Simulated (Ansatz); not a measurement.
Consider the silylene formation by 1,1-elimination: `F[SiH](F)[Si](Cl)(Cl)Cl` → `F[Si](Cl)(Cl)Cl` + `F[SiH]`.

Program: Ansatz. Geometries: PBE0-D4/def2-TZVP. ΔE: electronic, gas phase. CCSD(T)/CBS adds triple-zeta CCSD(T) − MP2 to the extrapolated MP2 energy (def2 sets, frozen cores). This one scheme is used for every species. Functionals use def2-TZVPP. B3LYP here is the variant with VWN-RPA as its local correlation; programs differ in this. Each species was taken in one conformer, which may not be the lowest.

**Question.** Is it downhill or uphill in electronic energy at CCSD(T)/CBS, and by how much? (Estimate.)

**Answer.** Computed: Uphill: ΔE = +197.8 kJ/mol.

**Question.** What do these levels give: PBE-QIDH, PBE, B3LYP, CAM-B3LYP, MP2/def2-SVP, HF/def2-TZVPP? (Best estimate.)

**Answer.** Computed: PBE-QIDH 213.3, PBE 198.0, B3LYP 180.5, CAM-B3LYP 188.0, MP2/def2-SVP 189.0, HF/def2-TZVPP 179.7 kJ/mol.

Largest T1 diagnostic among the species: 0.015.

At CCSD(T), def2-SVP lies −24.5 kJ/mol from the extrapolated value and def2-TZVPP −7.9 kJ/mol. The D4 term adds +17.8 kJ/mol with B3LYP and +10.1 kJ/mol with PBE0; it sums over pairs of atoms, weighted by their polarisabilities, and B3LYP, whose exchange is more repulsive, gets the larger term. From PBE to PBE0 (25 % exact exchange), in def2-TZVPP and without D4, ΔE moves by +8.1 kJ/mol.
